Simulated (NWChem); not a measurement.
System: C₄H₉O, doublet; SMILES CC(C)(C)[O]

Here is an NWChem input.

```
start job
memory heap 200 mb stack 900 mb global 1100 mb
geometry units angstroms noautoz
  C      1.342672    -0.664472     0.000000
  C     -0.018711     0.072211     0.000000
  C     -0.804612    -0.276402    -1.268728
  C     -0.804612    -0.276402     1.268728
  O      0.345611     1.392812     0.000000
  H      1.155405    -1.748664     0.000000
  H      1.923717    -0.399869     0.894406
  H      1.923717    -0.399869    -0.894406
  H     -1.048991    -1.348983    -1.307620
  H     -1.747338     0.290806    -1.296351
  H     -0.220019    -0.010857    -2.161439
  H     -0.220019    -0.010857     2.161439
  H     -1.048991    -1.348983     1.307620
  H     -1.747338     0.290806     1.296351
end
basis spherical
  C library def2-svp
  O library def2-svp
  H library def2-svp
end
dft
  odft
  mult 2
  xc xpbe96 cpbe96
  iterations 150
  mulliken
end
task dft energy
```

In the optimisation the excess spin sits in a' (Cs, its own frame). The radical's symmetric form is orbitally degenerate, so geometry and low modes hang on which distorted state is reached. All runs use the structure optimised with PBE0/def2-SVP, spin-unrestricted. No stability test was run on the SCF state.

Task: Give the results of this calculation. (PBE/def2-SVP, spin-unrestricted.) Quantities: energy (Ha); highest occupied level (eV); lowest empty minus highest occupied level, either spin (eV); dipole (D); <S²>.

Result: 
```
Item                                                           Value
-----------------------------------------------------------  -------
energy (Ha)                                                  -232.52
highest occupied level (eV)                                    -5.37
lowest empty minus highest occupied level, either spin (eV)     0.66
dipole (D)                                                      2.01
<S²>                                                           0.752
```
